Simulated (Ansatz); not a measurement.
Basis-set extrapolation for `Cl[B@H-]1[OH+][B@H-](Cl)[OH+]1` (PBE0-D4/def2-TZVP geometry, frozen core, Ansatz). Multiplicity 1, RHF reference.

```json
{"": "HF", "def2-TZVPP": "-1120.711484", "def2-QZVPP": "-1120.745650"}
{"": "MP2 correlation", "def2-TZVPP": "-1.082854", "def2-QZVPP": "-1.174629"}
{"": "CCSD(T) correlation", "def2-TZVPP": "-1.174519", "def2-QZVPP": "not run"}
```

Energies in hartree. Use E(X) = E(∞) + A·exp(−7.88·√X) for Hartree–Fock and E(X) = E(∞) + B·X^(−2.97) for correlation, with X = 3 and 4, and add CCSD(T) minus MP2 of the smaller set to the MP2 limit.

**Question.** What is the CCSD(T) energy at the basis-set limit?

**Answer.** HF limit: -1120.745650 + (-0.034166) × 0.13774 = -1120.75036. MP2 limit: -1.174629 + (-0.091775) × 0.74074 = -1.24261. Higher-order term: -1.174519 − (-1.082854) = -0.09167. Total: -1122.08464 hartree, 124.6 kcal/mol below CCSD(T)/def2-TZVPP.
